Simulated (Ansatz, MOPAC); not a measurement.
Species: PH$_{4}$ (charge 0, doublet). SMILES: [H][P@TB5]([H])([H])[H]
Structure (B3LYP-D3(BJ)/def2-TZVP (Ansatz, a quantum-chemistry and plane-wave program) minimum search):
```
P
H 1 1.4076
H 1 1.4076 2 99.86
H 1 1.5230 2 92.92 3 93.47
H 1 1.5230 2 92.92 4 173.06
```
Charge 0, spin multiplicity 2.

Wanted: enthalpy of formation at 298 K, in kcal/mol. Conventions: no dispersion term unless named; non-relativistic; UHF or UKS for open shells; valence correlation only; no spin-orbit coupling; 6-31G* and kin with 6d, 5d where marked. Basis-set limits of correlation are two-point, X^-3; Hartree-Fock from the larger set. Ab initio and DFT rows: single points at B3LYP-D3(BJ) geometries (Ansatz), with unscaled harmonic terms from B3LYP/6-31G* (Ansatz) at its own minima, enthalpies of formation by atomisation with measured atoms. Semi-empirical rows: MOPAC heats of formation at their own minima for 298 K.

Coupled cluster (Ansatz) is a level with limits of its own, used here on species with T1 under 0.025 (0.045 for open shells) and stable references: CCSD(T)/CBS(def2-TZVPPD,def2-QZVPPD).

Value to compare with, CCSD(T)/CBS(def2-TZVPPD,def2-QZVPPD) (Ansatz): 47.4 kcal/mol.

```json
[
 {"level": "AM1", "program": "MOPAC", "enthalpy of formation at 298 K (kcal/mol)": "37.5", "difference": "-9.9"},
 {"level": "PM6", "program": "MOPAC", "enthalpy of formation at 298 K (kcal/mol)": "65.0", "difference": "17.6"},
 {"level": "HF/6-31G*", "program": "Ansatz", "enthalpy of formation at 298 K (kcal/mol)": "139.1", "difference": "91.7"},
 {"level": "BLYP/6-31G*", "program": "Ansatz", "enthalpy of formation at 298 K (kcal/mol)": "50.5", "difference": "3.1"},
 {"level": "B3LYP/6-31G*", "program": "Ansatz", "enthalpy of formation at 298 K (kcal/mol)": "49.1", "difference": "1.7"},
 {"level": "B3LYP/6-31G**", "program": "Ansatz", "enthalpy of formation at 298 K (kcal/mol)": "45.3", "difference": "-2.1"},
 {"level": "B3LYP/def2-SVP", "program": "Ansatz", "enthalpy of formation at 298 K (kcal/mol)": "46.8", "difference": "-0.6"},
 {"level": "PBE0/6-31G*", "program": "Ansatz", "enthalpy of formation at 298 K (kcal/mol)": "56.3", "difference": "8.9"},
 {"level": "MP2/STO-3G", "program": "Ansatz", "enthalpy of formation at 298 K (kcal/mol)": "59.8", "difference": "12.4"},
 {"level": "PBE0/def2-TZVPD", "program": "Ansatz", "enthalpy of formation at 298 K (kcal/mol)": "49.2", "difference": "1.8"},
 {"level": "wB97X-V/def2-TZVPD", "program": "Ansatz", "enthalpy of formation at 298 K (kcal/mol)": "41.9", "difference": "-5.5"},
 {"level": "B2PLYP-D3(BJ)/def2-TZVPD", "program": "Ansatz + dftd3", "enthalpy of formation at 298 K (kcal/mol)": "49.5", "difference": "2.1"}
]
```

Among the 9 habitual levels, HF/6-31G* lies farthest from CCSD(T)/CBS(def2-TZVPPD,def2-QZVPPD) (Ansatz) (91.7 kcal/mol) and B3LYP/def2-SVP nearest (-0.6); 6 of 9 lie above it, and their mean absolute difference is 16.4 kcal/mol, the median 8.9. One case shows no general order.

The levels are drawn from those run, B3LYP/6-31G* more often than the rest, none by its result; left out are runs that failed, that the program found above a lower state of the same kind, or whose <S^2> lies over 0.5 above the pure value.
